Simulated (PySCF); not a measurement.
# A ladder of Hamiltonians for Xe⁴⁰⁺ (xenon, charge +40)

Occupied: 1s1/2, 2s1/2, 2p1/2, 2p3/2, 3s1/2, 3p1/2. Hartree-Fock calculated with PySCF 2.14 in an even-tempered Gaussian basis (20 s from 3.7 bohr⁻², ratio 2.3; 16 p from 4.5 bohr⁻², ratio 2.3), Gaussian nucleus throughout. NR is non-relativistic, sf-X2C the spin-free one-electron X2C Hamiltonian, X2C adds the bare one-electron spin-orbit term, X2C-SNSO screens it by Boettger's factors, DC is four-component Dirac-Coulomb, and the Gaunt and Breit terms are added at first order (total energies over the DC spinors, levels after relaxing the spinors in that mean field). QED terms are absent. Levels marked empty are virtual spinors of this ion; the basis has s and p functions only, so 3d, which can lie below the n = 4 levels, is absent.

| level (eV) | X2C | X2C-SNSO |
| --- | --- | --- |
| 1s1/2 | -37207.3 | -37207.8 |
| 2s1/2 | -7861.3 | -7861.5 |
| 2p1/2 | -7556.9 | -7547.2 |
| 2p3/2 | -7196.1 | -7200.1 |
| 3s1/2 | -3082.3 | -3082.4 |
| 3p1/2 | -2980.0 | -2977.6 |
| 3p3/2 (empty) | -2810.3 | -2811.3 |
| 4s1/2 (empty) | -1583.8 | -1583.9 |

Problem. Where do the four-component calculations put these levels?

Solution. 1s1/2: DC -37238.2, DC+Gaunt -37150.7, DC+Breit -37156.6; 2s1/2: DC -7865.3, DC+Gaunt -7856.5, DC+Breit -7857.1; 2p1/2: DC -7548.8, DC+Gaunt -7533.7, DC+Breit -7535.3; 2p3/2: DC -7202.9, DC+Gaunt -7192.4, DC+Breit -7194.0; 3s1/2: DC -3083.2, DC+Gaunt -3081.1, DC+Breit -3081.4; 3p1/2: DC -2978.0, DC+Gaunt -2974.2, DC+Breit -2974.7; 3p3/2 (empty): DC -2811.9, DC+Gaunt -2809.5, DC+Breit -2809.9; 4s1/2 (empty): DC -1584.2, DC+Gaunt -1583.4, DC+Breit -1583.5 (eV).

| Hamiltonian | E (hartree) | E − E(DC) (hartree) | CPU seconds |
| --- | --- | --- | --- |
| X2C | -6029.2071 | 1.5099 | 0.57 |
| X2C-SNSO | -6028.8680 | 1.8490 | 0.57 |
| DC | -6030.7170 | 0.0000 | 30 |
| DC+Gaunt | -6025.1818 | 5.5352 | 52 |
| DC+Breit | -6025.6854 | 5.0316 | 150 |

Weight of the small component: 1s1/2 0.0397, 2s1/2 0.00880, 2p1/2 0.00874, 2p3/2 0.00829, 3s1/2 0.00327, 3p1/2 0.00322, 3p3/2 0.00307, 4s1/2 0.00161.

Koopmans' value for the highest occupied level at DC+Breit: 2974.7 eV, against an ionisation energy of 2975 ± 4 eV (theoretical estimate listed by NIST; NIST Atomic Spectra Database, ionization energies); the former lacks relaxation, correlation, QED and recoil.

The whole ladder took 240 s of wall time on 1 thread of Neoverse-N1 (shared host), launched as `OMP_NUM_THREADS=1 python relrun2.py TASK.json OUT` (a driver that calls PySCF for each Hamiltonian).
